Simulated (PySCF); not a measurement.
H2AlF3O2Si, SMILES [OH][Al]([OH])[Si](F)(F)F, singlet, PBE0/def2-SVP optimised geometry.

```
9

Si    -0.89    -1.77     0.02
F     -2.50    -1.71    -0.05
F     -0.53    -2.61     1.35
F     -0.44    -2.69    -1.23
Al     0.15     0.41     0.00
O      1.84     0.41     0.00
O     -0.87     1.75     0.00
H      2.50     1.11    -0.01
H     -0.71     2.69    -0.01
```

Density from PBE0/def2-TZVP in PySCF at that geometry.

Minimum of the electron density along straight lines between bonded atoms, close to the bond critical point (lines longer than 1.1 times the sum of covalent radii, or with two minima, are not listed):

```json
[
 {"bond": "Si1–F2", "length / Å": "1.611", "ρ at the minimum / e bohr⁻³": "0.136", "∇²ρ there / e bohr⁻⁵": "0.94", "position (fraction from the first atom)": "0.42"},
 {"bond": "Si1–F3", "length / Å": "1.613", "ρ at the minimum / e bohr⁻³": "0.136", "∇²ρ there / e bohr⁻⁵": "0.93", "position (fraction from the first atom)": "0.42"},
 {"bond": "Si1–F4", "length / Å": "1.613", "ρ at the minimum / e bohr⁻³": "0.136", "∇²ρ there / e bohr⁻⁵": "0.93", "position (fraction from the first atom)": "0.42"},
 {"bond": "Si1–Al5", "length / Å": "2.416", "ρ at the minimum / e bohr⁻³": "[?]", "∇²ρ there / e bohr⁻⁵": "[?]", "position (fraction from the first atom)": "0.65"},
 {"bond": "Al5–O6", "length / Å": "1.690", "ρ at the minimum / e bohr⁻³": "0.110", "∇²ρ there / e bohr⁻⁵": "0.82", "position (fraction from the first atom)": "0.43"},
 {"bond": "Al5–O7", "length / Å": "1.690", "ρ at the minimum / e bohr⁻³": "0.110", "∇²ρ there / e bohr⁻⁵": "0.82", "position (fraction from the first atom)": "0.43"},
 {"bond": "O6–H8", "length / Å": "0.957", "ρ at the minimum / e bohr⁻³": "0.358", "∇²ρ there / e bohr⁻⁵": "-2.47", "position (fraction from the first atom)": "0.81"},
 {"bond": "O7–H9", "length / Å": "0.957", "ρ at the minimum / e bohr⁻³": "0.358", "∇²ρ there / e bohr⁻⁵": "-2.47", "position (fraction from the first atom)": "0.81"}
]
```

Q: Complete the blanks.

A: 
- Si1–Al5, ρ at the minimum / e bohr⁻³: 0.068
- Si1–Al5, ∇²ρ there / e bohr⁻⁵: 0.04
